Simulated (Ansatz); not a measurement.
Ideal-gas functions of CH$_{3}$BO$_{2}$S (`OB1OCS1`) at 600 K and 1 bar, from an Ansatz frequency run at PBE0-D4/def2-TZVP.

Molar mass 89.91 g/mol, point group Cs (symmetry number 1), electronic degeneracy 1, moments of inertia 71.001, 123.537, 191.261 u Å². Harmonic wavenumbers (cm⁻¹, unscaled): 213, 335, 435, 528, 564, 663, 750, 938, 945, 1060, 1153, 1177, 1320, 1478, 1533, 3087, 3156, 3919.

Use S(trans) = R[1.5 ln M + 2.5 ln T − 1.1517]; rotational temperatures θ = 24.2544 K / I; S(rot) = R[ln(√π/σ · √(T³/θAθBθC)) + 1.5]; for each mode x = 1.438777 ν̃/T, S = R[x/(eˣ − 1) − ln(1 − e⁻ˣ)] and H = RT x/(eˣ − 1); 1 cm⁻¹ = 0.0119627 kJ/mol; R = 8.31446 J/(mol·K).

By hand: the entropy, in J/(mol·K).

Translation 179.5. Rotation: θ = 0.3416, 0.1963, 0.1268 K, giving 116.8. Vibration, mode by mode: 13.99, 10.36, 8.33, 6.89, 6.41, 5.28, 4.47, 3.13, 3.09, 2.49, 2.09, 1.99, 1.52, 1.12, 1.01, 0.04, 0.04, 0.01, in all 72.2. Electronic 0.0. Sum 368.5 J/(mol·K).

By hand: H − E and G − E in kJ/mol, counted from the electronic energy.

Zero-point energy ½ × 23254 × 0.0119627 = 139.1; thermal vibration 25.8; translation, rotation and pV give 4 RT = 20.0. H − E = 184.9 kJ/mol, and G − E = 184.9 − 600 × 368.5/1000 = -36.2 kJ/mol.

Vibration gives 20 % of the entropy. The sum counts one conformer and one mirror image; others add a mixing term.
